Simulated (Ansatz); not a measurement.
Mulliken charges of `Cl[Si](Cl)(Cl)[SnH3]` from ωB97M-V/def2-TZVPP in Ansatz (PBE0-D4/def2-TZVP geometry).

| atom | x (Å) | y (Å) | z (Å) | charge (e) |
| --- | --- | --- | --- | --- |
| Cl1 | -0.671 | -2.251 | 1.385 | -0.166 |
| Si2 | 0.530 | -1.077 | 0.215 | 0.421 |
| Cl3 | 2.314 | -0.840 | 1.189 | -0.166 |
| Cl4 | 0.895 | -2.092 | -1.523 | -0.166 |
| Sn5 | -0.568 | 1.188 | -0.255 | 0.269 |
| H6 | -0.841 | 1.982 | 1.226 | -0.064 |
| H7 | 0.479 | 2.109 | -1.232 | -0.064 |
| H8 | -2.045 | 0.925 | -1.061 | -0.064 |

Q: By hand: the dipole of these point charges (1 e Å = 4.8032 D).

A: Σ q r = (-0.197, 0.406, -0.084) e Å, of length 0.459 e Å = 2.20 D.

Q: How does the dipole of the full density compare? (Estimate.)

A: The calculation gave: (-0.143, 0.294, -0.061) e Å, 1.60 D; the point charges give 1.38 times that, at 0° from its direction.

Point charges leave out the atoms' own dipoles, such as those of lone pairs, and Mulliken's split depends on the basis, so the two needn't agree.
